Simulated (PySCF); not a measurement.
**`InChI=1S/C7H6BF2N/c1-3-6-4-5-7(8(9)10)11(6)2/h1,4-5H,2H3`**

Geometry:
```
atom   x (Å)   y (Å)   z (Å)
  C1  -3.642   0.323  -0.097
  C2  -2.441   0.501  -0.063
  C3  -1.043   0.720  -0.017
  C4  -0.349   1.904   0.253
  C5   1.014   1.599   0.180
  C6   1.143   0.241  -0.131
  B7   2.443  -0.544  -0.299
  F8   3.613   0.055  -0.147
  F9   2.470  -1.838  -0.594
 N10  -0.130  -0.273  -0.247
 C11  -0.462  -1.642  -0.565
 H12  -4.705   0.172  -0.127
 H13  -0.814   2.862   0.473
 H14   1.848   2.281   0.334
 H15  -1.554  -1.746  -0.569
 H16  -0.071  -1.918  -1.554
 H17  -0.038  -2.328   0.181
```

Method: quadratic response CAM-B3LYP/aug-cc-pVDZ first hyperpolarisability, Taylor convention, gas phase (PySCF). Geometry: PBE0-D3(BJ)/def2-SVP.

Q: Give the tensor of the second harmonic β(−2ω;ω,ω) at 1907 nm in the axes of these coordinates.

A: In au, Taylor convention; rows are the first index (the induced dipole):
```
       xx     yy     zz      xy     xz     yz
x  +103.9  -57.0   -0.9  +267.3  +60.5  -13.3
y  +256.9  -42.4  -21.5   -56.8  -13.2   +1.4
z   +58.1   +1.4  -13.4   -13.2   -1.1  -21.4
```
Norm of βᵢ = ⅓ Σⱼ (βᵢⱼⱼ + βⱼᵢⱼ + βⱼⱼᵢ): 210.7 au, hyper-Rayleigh value 163.0 au.
